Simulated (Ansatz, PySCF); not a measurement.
C2H5BF2. Atoms are numbered in the order given.

```xyz
10

B      0.0137     0.6086     0.0000
F     -1.3127     0.7028     0.0000
F      0.6761     1.7622     0.0000
C      0.7652    -0.7662     0.0000
C     -0.1242    -2.0139     0.0000
H      1.4469    -0.7665     0.8721
H      1.4469    -0.7665    -0.8721
H     -0.7773    -2.0386    -0.8864
H     -0.7773    -2.0386     0.8864
H      0.4755    -2.9373     0.0000
```
Charge 0, spin multiplicity 1.

Coordinates come from a TPSSh-D3(BJ)/def2-SVP optimisation. Other conformers were not sampled.

Vertical ionisation energy (IE) and electron affinity (EA) in eV. Rows of orbital energies are one-electron estimates. Where ΔSCF, EOM or ADC give a negative EA the extra electron is unbound and the value depends on the basis.

| level | IE | EA |
|---|---|---|
| −ε(HOMO), −ε(LUMO), PBE0/def2-TZVP (PySCF) | 9.44 | -0.32 |
| −ε(HOMO), −ε(LUMO), PBE/def2-TZVP (PySCF) | 7.92 | 0.74 |
| ΔSCF, PBE0/def2-SVPD (Ansatz), final states of multiplicity 2 and 2 | 11.88 | -1.37 |
| ΔSCF, PBE/def2-SVPD (Ansatz), final states of multiplicity 2 and 2 | 11.38 | -1.22 |

### Question
What vertical singlet–triplet gap does ΔSCF give with PBE0/def2-SVPD (Ansatz, a program for electronic structure) and with PBE/def2-SVPD (Ansatz)? (Estimate from the structure and the level; the computed values follow.)

### Answer
7.40 and 7.00 eV (triplet above singlet where positive).
